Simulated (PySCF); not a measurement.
AuCl, SMILES [Cl][Au], multiplicity 1.

Coordinates come from a PBE-D3(BJ)/def2-TZVPD optimisation. The multiplicity is an assumed one; other spin states were not compared. The def2 effective core potentials stand for the cores of Au; spin–orbit coupling is left out.

The numbers are results of TDDFT-B3LYP/def2-TZVPD run with PySCF 2.14.0, not measurements.

Vertical excitations; the highest root listed may be one member of a degenerate set. Gas-phase values at a fixed geometry.

| state | energy (eV) | λ (nm) | f | main pairs |
|---|---|---|---|---|
| S1 | 2.49 | 497 | 0.006 | HOMO−1→LUMO (degenerate set) |
| S2 | 2.49 | 497 | 0.006 | HOMO→LUMO (degenerate set) |
| S3 | 2.99 | 415 | 0.033 | HOMO−2→LUMO 98 % |
| S4 | 3.32 | 373 | 0.000 | HOMO−3→LUMO (degenerate set) |
| S5 | 3.32 | 373 | 0.000 | HOMO−4→LUMO (degenerate set) |
| S6 | 4.75 | 261 | 0.001 | HOMO−6→LUMO (degenerate set) |
| S7 | 4.75 | 261 | 0.001 | HOMO−5→LUMO (degenerate set) |
| S8 | 6.40 | 194 | 0.001 | HOMO−7→LUMO 40 %, HOMO→LUMO+2 29 %, HOMO−1→LUMO+1 29 % |
| S9 | 6.41 | 194 | 0.000 | HOMO−1→LUMO+2 50 %, HOMO→LUMO+1 50 % |
| S10 | 6.41 | 194 | 0.000 | HOMO→LUMO+1 49 %, HOMO−1→LUMO+2 49 % |
| T1 | 1.95 | 635 | 0 | HOMO→LUMO (degenerate set) |
| T2 | 1.95 | 635 | 0 | HOMO−1→LUMO (degenerate set) |
| T3 | 2.17 | 571 | 0 | HOMO−2→LUMO 99 % |
| T4 | 3.01 | 412 | 0 | HOMO−3→LUMO 99 % |
Triplets are in the Tamm–Dancoff approximation, which puts them higher than full response would, so one can lie above its singlet here.
